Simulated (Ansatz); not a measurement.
C$_{3}$H$_{11}$NO$_{3}$Zr (`CC(C)[NH][Zr]([OH])([OH])[OH]`) from Hartree–Fock to CCSD(T)

```xyz
19

C    -1.3318    1.7853   -1.1017
C    -1.0223    0.3092   -0.8942
C    -1.6769   -0.2098    0.3751
N     0.4075    0.0730   -0.8372
Zr    1.6033   -0.8448    0.5404
O     1.6981    0.2011    2.1742
O     0.8903   -2.5946    0.9882
O     3.3332   -0.9114   -0.3222
H    -2.4091    1.9562   -1.1824
H    -0.8636    2.1580   -2.0169
H    -0.9475    2.3726   -0.2630
H    -1.4553   -0.2473   -1.7408
H    -1.4858   -1.2779    0.5089
H    -1.2895    0.3251    1.2498
H    -2.7583   -0.0618    0.3471
H     0.8710    0.4603   -1.6521
H     1.5610    0.9872    2.6936
H     0.6341   -3.3062    1.5664
H     4.2417   -1.1740   -0.4333
```

Total charge 0; spin multiplicity 1. Correlated methods include outer-core shells of Zr, which these sets cover unevenly. Zr: def2 effective core potential. All single points use the PBE0-D4/def2-TZVP geometry. It is one conformer, not always the lowest. Frozen core, restricted reference, Ansatz 0.2.0.

```csv
basis,HF (Eh),MP2 corr.,CCSD corr.,(T),CCSD(T) total
def2-SVP,-445.50474,-1.42581,-1.48040,-0.04437,-447.02951
def2-TZVPP,-445.99376,?,?,?,?
def2-QZVPP,-446.01704,?,–,–,–
```

**Question.** Fill in the withheld values. (Best estimate.)

**Answer.** Computed: def2-TZVPP MP2 corr.: -1.82683; def2-TZVPP CCSD corr.: -1.85985; def2-TZVPP (T): -0.07611; def2-TZVPP CCSD(T) total: -447.92972; def2-QZVPP MP2 corr.: -1.98615.
